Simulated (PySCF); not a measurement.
Mapped SMILES: `[CH:1]#[C:2][C@@H:3]([C:4](=[O:5])[NH:6][CH3:7])[CH:8]([F:9])[F:10]`. Each H is labelled by its parent atom.

PySCF 2.14.0 with density-fitted response routines calculation with shielding tensors at PBE0/pcSseg-1 (GIAO) and geometry: GFN2-xTB; one conformer, fast rotation and ring inversion assumed for equivalent nuclei, in vacuum, non-relativistic.

References, each an isolated molecule treated in the same way: 13C (σref 186.93) against TMS.

Question: Do the 13C shifts follow the atomic charges (in e)? Tabulate both.

Answer: 
| atoms | hybridisation | δ (ppm) | σ para (ppm) | Hirshfeld | IAO | Mulliken | ESP-fitted |
| --- | --- | --- | --- | --- | --- | --- | --- |
| C4 | sp2 | 165.0 | -226 | +0.17 | +0.43 | +0.49 | +0.66 |
| C8 | sp3 | 121.6 | -173 | +0.15 | +0.46 | +0.58 | +0.44 |
| C1 | sp | 84.2 | -155 | -0.10 | -0.22 | -0.35 | -0.50 |
| C2 | sp | 82.1 | -160 | -0.05 | -0.04 | +0.29 | +0.19 |
| C3 | sp3 | 49.8 | -113 | -0.04 | -0.21 | -0.36 | -0.54 |
| C7 | sp3 | 27.0 | -83 | -0.06 | -0.32 | -0.09 | -0.18 |

Correlation coefficients of δ with charge over these carbons: Hirshfeld +0.83, IAO +0.90, Mulliken +0.73, ESP-fitted +0.79; with the paramagnetic shielding -0.98. With so few points, grouped by hybridisation, these coefficients are fragile. Charge is one influence among several: hybridisation and low-lying excitations act through the paramagnetic term.

Shifts are as computed. Against solution values, carbons near 30 ppm lie about +3 ppm off and those near 130 ppm about +5 ppm. Of 1211 compounds with measured shifts, 218 miss one by over three times the rms of a fit or turn the order of signals round; such compounds aren't used in these exercises. The C=O carbon of an acid or of an amide with N–H lies up to 10 ppm further downfield in solution, through hydrogen bonding that the calculation lacks.
